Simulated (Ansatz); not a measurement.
Basis sets compared for Sn₁₉H₂₈, a nanocrystal cut from cubic tin. The state is a singlet with charge 0. Geometry PBE-D4/def2-SVP. Ansatz on 5 threads of AMD EPYC 7R13 on a shared host and a share (37 GiB) of an NVIDIA H100 80GB HBM3; times are rough, and most runs start from earlier orbitals.

| atom | x (Å) | y (Å) | z (Å) |
| --- | --- | --- | --- |
| Sn1 | 2.827 | 1.903 | 3.498 |
| Sn2 | 4.025 | -2.171 | 1.719 |
| Sn3 | -1.543 | 3.363 | 3.187 |
| Sn4 | -0.320 | -0.672 | 1.326 |
| Sn5 | -4.700 | 0.749 | 1.096 |
| Sn6 | -1.385 | 2.813 | -1.425 |
| Sn7 | -3.501 | -3.336 | -0.691 |
| Sn8 | 2.963 | 1.355 | -1.113 |
| Sn9 | -0.191 | -1.255 | -3.200 |
| Sn10 | 0.853 | -4.794 | -0.374 |
| Sn11 | 1.149 | 4.159 | 3.380 |
| Sn12 | 2.396 | 0.111 | 1.355 |
| Sn13 | 3.587 | -4.138 | -0.245 |
| Sn14 | 1.318 | 3.609 | -1.522 |
| Sn15 | -2.000 | 1.583 | 1.039 |
| Sn16 | -0.793 | -2.527 | -0.754 |
| Sn17 | -5.283 | -1.167 | -0.882 |
| Sn18 | -1.787 | 1.039 | -3.580 |
| Sn19 | 2.493 | -0.395 | -3.274 |
| H20 | 4.498 | 2.384 | 3.534 |
| H21 | 2.516 | 1.055 | 4.984 |
| H22 | 3.666 | -2.848 | 3.280 |
| H23 | 5.697 | -1.698 | 1.750 |
| H24 | -1.991 | 2.559 | 4.662 |
| H25 | -2.582 | 4.749 | 3.035 |
| H26 | -0.689 | -1.444 | 2.849 |
| H27 | -5.019 | 0.054 | 2.657 |
| H28 | -5.744 | 2.131 | 0.938 |
| H29 | -2.410 | 4.210 | -1.625 |
| H30 | -3.786 | -4.161 | 0.813 |
| H31 | -3.799 | -4.487 | -1.959 |
| H32 | 4.635 | 1.850 | -1.121 |
| H33 | -0.475 | -2.381 | -4.501 |
| H34 | 0.390 | -5.555 | 1.119 |
| H35 | 0.561 | -5.951 | -1.639 |
| H36 | 1.385 | 5.158 | 4.783 |
| H37 | 1.566 | 5.111 | 1.991 |
| H38 | 4.532 | -5.556 | 0.100 |
| H39 | 4.104 | -3.533 | -1.786 |
| H40 | 1.646 | 4.846 | -0.349 |
| H41 | 1.654 | 4.278 | -3.092 |
| H42 | -5.131 | -0.436 | -2.448 |
| H43 | -6.924 | -1.718 | -0.724 |
| H44 | -3.463 | 0.616 | -3.740 |
| H45 | -1.304 | 1.824 | -5.055 |
| H46 | 3.584 | -1.744 | -3.232 |
| H47 | 2.773 | 0.458 | -4.764 |

In the def2 sets Sn takes a core potential; there is no spin–orbit coupling. Single mean-field runs in def2-SVP, def2-TZVP are fitted with def2-universal-jkfit.

Binding counts from free atoms (Sn triplet, H doublet) in the same basis, without a counterpoise term.

```csv
level,functions,energy (Eh),HOMO (eV),LUMO (eV),binding per atom (eV),wall time
PBE-D4/def2-SVP (with forces),634,-4088.8045,-5.78,-2.93,2.44,25 s
PBE0-D4/def2-SVP (with forces),634,-4089.0398,-6.58,-2.27,2.43,25 s
```

Q: Estimate the rows for PBE-D4/def2-TZVP, PBE0-D4/def2-TZVP.

A: 
| level | functions | energy (Eh) | HOMO (eV) | LUMO (eV) | binding per atom (eV) | wall time |
| --- | --- | --- | --- | --- | --- | --- |
| PBE-D4/def2-TZVP | 1118 | -4088.9520 | -5.84 | -3.05 | 2.45 | 26 s |
| PBE0-D4/def2-TZVP | 1118 | -4089.1688 | -6.60 | -2.35 | 2.45 | 24 s |
